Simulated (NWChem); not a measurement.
System: C2H3F3Si; SMILES C=C[Si](F)(F)F

NWChem input:

```
start job
memory heap 200 mb stack 900 mb global 1100 mb
geometry units angstroms noautoz
  C     -0.094432     2.430647     0.000516
  C      0.714517     1.364130    -0.004997
  Si     0.041001    -0.336821    -0.000476
  F      0.471476    -1.176697    -1.296996
  F      0.530370    -1.191584     1.264990
  F     -1.562545    -0.295197     0.035138
  H     -1.184504     2.326603     0.008803
  H      0.297933     3.453163    -0.002538
  H      1.800733     1.514025    -0.012093
end
basis spherical
  C library def2-svp
  Si library def2-svp
  F library def2-svp
  H library def2-svp
end
dft
  xc pw6b95
  iterations 150
  mulliken
end
task dft energy
```

Geometry: optimised at PBE0/def2-SVP.

Problem. What results follow from this input? (PW6B95/def2-SVP.) Quantities: energy (Ha); highest occupied level (eV); orbital gap (eV); dipole (D).

Solution. The energy (Ha) comes out as -667.50 and the highest occupied level (eV) is -8.97. The orbital gap (eV) comes out as 7.90 and the dipole (D) is 2.78.
